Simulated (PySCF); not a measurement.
CH4Mg (SMILES [CH3][MgH]), singlet, at a GFN2-xTB geometry (such geometries of metal compounds can be far from the true shape), atoms displaced at random by about 0.03 Å a coordinate; DF-PBE/cc-pVDZ, gradient (PySCF).

The PySCF input:
```python
from pyscf import gto, scf, dft

mol = gto.M(
    atom='''
Mg   -0.650154   -0.530642   -0.129953
H    -2.308658   -0.552585   -0.289920
C     1.000898    0.676041    0.103760
H     1.563351    0.574587    1.142930
H     0.638357    1.700343    0.138494
H     1.820144    0.663940   -0.514521
''',
    basis='cc-pvdz',
    charge=0,
    spin=0,
    verbose=4,
)

mf = dft.RKS(mol)
mf.xc = 'pbe'
mf = mf.density_fit(auxbasis='def2-universal-jkfit')
mf.kernel()
g = mf.nuc_grad_method()
grad = g.kernel()
```

It wrote (shortened):

```
PySCF version 2.14.0

[INPUT] verbose = 4
[INPUT] num. atoms = 6
[INPUT] num. electrons = 22
[INPUT] charge = 0
[INPUT] spin (= nelec alpha-beta = 2S) = 0
[INPUT] symmetry False subgroup None
[INPUT] Mole.unit = angstrom
[INPUT] Symbol           X                Y                Z      unit          X                Y                Z       unit  Magmom
[INPUT]  1 Mg    -0.650154000000  -0.530642000000  -0.129953000000 AA   -1.228612998790  -1.002768050191  -0.245575579066 Bohr   0.0
[INPUT]  2 H     -2.308658000000  -0.552585000000  -0.289920000000 AA   -4.362731335286  -1.044234310543  -0.547869398034 Bohr   0.0
[INPUT]  3 C      1.000898000000   0.676041000000   0.103760000000 AA    1.891423098625   1.277532338977   0.196077982685 Bohr   0.0
[INPUT]  4 H      1.563351000000   0.574587000000   1.142930000000 AA    2.954305226565   1.085812064735   2.159824679549 Bohr   0.0
[INPUT]  5 H      0.638357000000   1.700343000000   0.138494000000 AA    1.206319899699   3.213182587821   0.261715729896 Bohr   0.0
[INPUT]  6 H      1.820144000000   0.663940000000  -0.514521000000 AA    3.439573667270   1.254664763144  -0.972303775337 Bohr   0.0

nuclear repulsion = 40.2450801014415
number of shells = 22
number of NR pGTOs = 95
number of NR cGTOs = 52
basis = cc-pvdz
ecp = {}

******** <class 'pyscf.df.df_jk.DFRKS'> ********
method = DFRKS
initial guess = minao
damping factor = 0
level_shift factor = 0
DIIS = <class 'pyscf.scf.diis.CDIIS'>
diis_start_cycle = 1
diis_space = 8
diis_damp = 0
SCF conv_tol = 1e-09
SCF conv_tol_grad = None
SCF max_cycles = 50
direct_scf = False
XC library pyscf.dft.libxc version 7.1.2
    S. Lehtola, C. Steigemann, M. J. T. Oliveira, and M. A. L. Marques,  SoftwareX 7, 1–5 (2018)
XC functionals = pbe
    J. P. Perdew, K. Burke, and M. Ernzerhof,  Phys. Rev. Lett. 77, 3865 (1996)
    J. P. Perdew, K. Burke, and M. Ernzerhof,  Phys. Rev. Lett. 78, 1396 (1997)
    J. P. Perdew, K. Burke, and M. Ernzerhof,  Phys. Rev. Lett. 77, 3865 (1996)
    J. P. Perdew, K. Burke, and M. Ernzerhof,  Phys. Rev. Lett. 78, 1396 (1997)
radial grids:
    Treutler-Ahlrichs [JCP 102, 346 (1995); DOI:10.1063/1.469408] (M4) radial grids

becke partition: Becke, JCP 88, 2547 (1988); DOI:10.1063/1.454033
pruning grids: <function nwchem_prune>
grids dens level: 3
symmetrized grids: False
atomic radii adjust function: <function treutler_atomic_radii_adjust>
small_rho_cutoff = 0
Set gradient conv threshold to 3.16228e-05
Initial guess from minao.
tot grids = 71936
init E= -240.198723524633
  HOMO = -0.293946205631919  LUMO = -0.0816161274700202  gap/eV = 5.77780
cycle= 1 E= -240.243628437507  delta_E= -0.0449  |g|= 0.565  |ddm|= 1.96
  HOMO = -0.110755487020432  LUMO = -0.0353464153421812  gap/eV = 2.05199
cycle= 2 E= -239.90213986507  delta_E= 0.341  |g|= 1.08  |ddm|= 1.62
  HOMO = -0.197294602717431  LUMO = -0.0578449250548041  gap/eV = 3.79462
cycle= 3 E= -240.337072043496  delta_E= -0.435  |g|= 0.126  |ddm|= 1.29
  HOMO = -0.211346779399287  LUMO = -0.0629028605681596  gap/eV = 4.03936
cycle= 4 E= -240.345321363791  delta_E= -0.00825  |g|= 0.0389  |ddm|= 0.269
  HOMO = -0.205186625167825  LUMO = -0.0630453395335753  gap/eV = 3.86786
cycle= 5 E= -240.346352471436  delta_E= -0.00103  |g|= 0.00604  |ddm|= 0.0742
  HOMO = -0.2056393930372  LUMO = -0.0626155997087086  gap/eV = 3.89188
cycle= 6 E= -240.346370460284  delta_E= -1.8e-05  |g|= 0.00157  |ddm|= 0.0108
  HOMO = -0.205795788774971  LUMO = -0.0627297810250651  gap/eV = 3.89302
cycle= 7 E= -240.346371344335  delta_E= -8.84e-07  |g|= 0.000208  |ddm|= 0.00206
  HOMO = -0.205794697218859  LUMO = -0.0627486824922752  gap/eV = 3.89248
cycle= 8 E= -240.346371361703  delta_E= -1.74e-08  |g|= 3.09e-05  |ddm|= 0.000347
  HOMO = -0.205789737509581  LUMO = -0.0627425412752927  gap/eV = 3.89251
cycle= 9 E= -240.346371362138  delta_E= -4.35e-10  |g|= 8.91e-06  |ddm|= 7.73e-05
  HOMO = -0.205790865956893  LUMO = -0.0627428438590725  gap/eV = 3.89253
Extra cycle  E= -240.346371362147  delta_E= -8.92e-12  |g|= 7.34e-06  |ddm|= 2.19e-05
converged SCF energy = -240.346371362147

******** <class 'pyscf.df.grad.rks.Gradients'> for <class 'pyscf.df.df_jk.DFRKS'> ********
unit = Eh/Bohr
grid_response = False
--------------- DFRKS gradients ---------------
         x                y                z
0 Mg    -0.0036799159    -0.0066433620    -0.0001610159
1 H     0.0115235751     0.0065098884     0.0012067907
2 C     0.0102511862     0.0139077198    -0.0750364061
3 H     0.0213233150     0.0006018840     0.0239177167
4 H     0.0088995803    -0.0167656362     0.0017988832
5 H    -0.0482727935     0.0024132195     0.0482916718
----------------------------------------------
```
